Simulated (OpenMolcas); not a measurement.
# Ti, Zr, Hf: d² s² down the group

```json
{
 "Program": "OpenMolcas 26.06",
 "Method": "SS-CASPT2, IPEA 0.25 Eh, imaginary shift 0.1 Eh",
 "Basis": "ANO-R3",
 "Scalar Hamiltonian": "X2C, finite nucleus",
 "Spin-orbit coupling": "state interaction with AMFI integrals over the reference wave functions, term energies averaged over their components"
}
```

Active space for each ion: 4 electrons in 6 orbitals (d s); closed shells correlated by CASPT2: Ti 3s 3p; Zr 4s 4p; Hf 5s 5p.

Computed levels in cm-1 above ³F₂:

```csv
Level,Ti,Zr,Hf
³F₃,143,455,2300
³F₄,328,988,4330
¹D₂,5840,2840,4710
weight of ³F in the lowest level (%),100,99,89
```

Mixed levels, with the weight of the term that names them: Zr ¹D₂ (51 %), Hf ¹D₂ (58 %).

Measured, with the error of the calculation in %. Measured levels: Ti, Zr, Hf from NIST Handbook of Basic Atomic Spectroscopic Data.

```csv
Level,Ti,Zr,Hf
³F₃,170 (-16.0),570 (-20.2),2357 (-2.6)
³F₄,387 (-15.2),1241 (-20.4),4568 (-5.1)
¹D₂,7255 (-19.5),,5639 (-16.5)
```

The fine-structure level ³F₄ changes by a factor of 13.2 from Ti to Hf.

Without spin-orbit coupling ¹D lies 5670, 2600, 2470 cm-1 above ³F in that order; the difference to the level ¹D₂, of either sign, comes from spin-orbit coupling, which also lowers the zero.

Term energies are means over components that CASPT2 splits; among the terms shown or strongly mixed into the levels shown the widest spread is 2400 cm-1 (3d² 4s² ³F, Ti). Over all roots computed the reference weight is 0.83 to 0.92 in Ti, 0.85 to 0.91 in Zr, 0.85 to 0.93 in Hf; the roots of lowest weight are the least certain, and an intruder state may touch them. Terms from blocks run as CI alone lack orbitals of their own. Configurations are named by rounded mean occupations; where the s occupation lies near a half they are strongly mixed, a name can repeat and a true partner stay unpaired (holds for Ti; Zr). Some terms miss by over 15 % even with CASPT2, which points to a basis or an active space too small for the shells correlated (holds for Ti; Hf). Computed and measured levels are paired by configuration, term and J; levels that our copy of the source lacks, or whose pairing is in doubt (as where it misses far off the trend of its configuration), stay unpaired and out of the deviations. Only configurations of the active space appear.
